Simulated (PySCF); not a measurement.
C₂H₆O₂Si₂, SMILES O1[SiH2]CC([SiH2]1)=O. Coordinates come from a PBE0-D3(BJ)/def2-SVP optimisation. This is a generated structure with no PubChem entry under its InChIKey; it may be hypothetical. The values are those of a single conformer.

Level of theory: PySCF with PBE0-D3(BJ)/def2-SVP.

Harmonic wavenumbers (cm⁻¹): 83, 120, 303, 355, 376, 439, 518, 588, 611, 685, 693, 708, 734, 791, 800, 915, 957, 973, 984, 1018, 1091, 1134, 1367, 1832, 2245, 2250, 2261, 2266, 3047, 3150. Rotational constants (GHz): 3.422, 2.265, 1.457; symmetry number 1.

### Question
Work out the zero-point energy and the ideal-gas rigid-rotor harmonic-oscillator thermochemistry at 298.15 K and 1 atm.

### Answer
ZPE = ½ Σ hcν = ½ × 33294 cm⁻¹ = 199.14 kJ/mol. H − E(el) = 220.21 kJ/mol. Entropy in J/(mol K): translation 168.27, rotation 116.08, vibration 63.52, total 347.87. G − E(el) = 116.49 kJ/mol. Cp = 119.75 J/(mol K). Modes under 150 cm⁻¹ make the vibrational entropy uncertain.
